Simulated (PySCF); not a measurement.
A PySCF script (with the pyscf-properties extension) for the NMR shieldings of SMILES CC(C)=C[SiH2][C@@H](F)CCl, C6H12ClFSi, on a GFN2-xTB geometry:

```python
import basis_set_exchange as bse
import numpy as np
from pyscf import gto, dft
from pyscf.prop import nmr

atoms = """
C     2.784827   -0.412760   -0.542079
C     1.440049   -0.402598    0.123252
C     0.842951   -1.761384    0.307798
C     0.856275    0.732346    0.509928
Si   -0.799151    0.997680    1.348856
C    -2.106809    1.303042   -0.045396
F    -1.769197    2.482347   -0.703788
C    -2.174155    0.215488   -1.102136
Cl   -2.760203   -1.281249   -0.361946
H     3.176990    0.592936   -0.667279
H     3.490924   -0.991807    0.052673
H     2.717750   -0.885734   -1.521564
H     1.486922   -2.366058    0.946129
H    -0.144754   -1.712357    0.753028
H     0.768367   -2.271264   -0.652539
H     1.401685    1.650632    0.315263
H    -0.768183    2.246815    2.113084
H    -1.297725   -0.095587    2.183646
H    -3.107152    1.479391    0.364910
H    -2.864018    0.479073   -1.906801
H    -1.184314    0.017990   -1.515513
"""
names = dict.fromkeys(["C", "Si", "F", "Cl", "H"], "pcSseg-1")
basis = {el: gto.basis.parse(bse.get_basis(n, elements=[el], fmt="nwchem")) for el, n in names.items()}
mol = gto.M(atom=atoms, basis=basis, charge=0, verbose=0)
mf = dft.RKS(mol, xc="PBE0")
mf.grids.level = 2
mf.grids.alignment = dft.numint.BLKSIZE   # the property module wants whole blocks of grid points
mf.conv_tol = 1e-9
mf.kernel()

calc = nmr.RKS(mf)   # GIAO
C = mf.mo_coeff
Co = C[:, mf.mo_occ > 0]
resp = mf.gen_response(singlet=True, hermi=2)
def vind(x):   # induced exchange potential for any number of trial vectors
    d = np.einsum("pi,xij,qj->xpq", C, 2 * x.reshape(-1, C.shape[1], Co.shape[1]), Co, optimize=True)
    return np.einsum("xpq,pi,qj->xij", resp(d - d.transpose(0, 2, 1)), C, Co, optimize=True).ravel()
mo1, _ = nmr.rhf.solve_mo1(calc, with_cphf=vind)
sigma = calc.kernel(mo1)
for i, s in enumerate(sigma):   # ppm
    print("%2d %-2s %9.2f" % (i, mol.atom_pure_symbol(i), np.trace(s) / 3))
```

Question: What are the results?

Answer: 
```
 0 C     154.74
 1 C      17.29
 2 C     159.19
 3 C      69.92
 4 Si    408.55
 5 C      96.01
 6 F     408.53
 7 C     140.64
 8 Cl    897.35
 9 H      29.69
10 H      29.65
11 H      29.63
12 H      29.83
13 H      29.06
14 H      29.90
15 H      26.10
16 H      27.37
17 H      26.86
18 H      26.90
19 H      27.79
20 H      28.01
```

These numbers come from an equivalent density-fitted implementation of the same equations, which agrees with the script to about 0.01 ppm for H and up to a few tenths of a ppm for heavy atoms, so last digits may differ.

Question: Turn these shieldings into chemical shifts. References, each an isolated molecule treated in the same way: TMS for ¹³C (186.93 ppm) and ²⁹Si (349.16 ppm) and ¹H (31.72 ppm); ¹⁹F (170.95 ppm) vs CFCl3; HCl for ³⁵Cl (949.78 ppm).

Answer: Averaging equivalent atoms: C 1: 169.6; C 3: 117.0; C 5: 90.9; C 7: 46.3; C 0: 32.2; C 2: 27.7; Si 4: -59.4; F 6: -237.6; Cl 8: 52; H 15: 5.61; H 17: 4.86; H 18: 4.81; H 16: 4.35; H 19: 3.92; H 20: 3.70; H 12/13/14: 2.12; H 9/10/11: 2.06 ppm. Unscaled 19F shifts against computed CFCl3 carry errors that often reach 10 to 50 ppm.

Size and cost of the density-fitted run: 227 basis functions, 61 s wall time on 1 thread of an Arm Neoverse V2, shared host; peak memory 1.1 GiB.
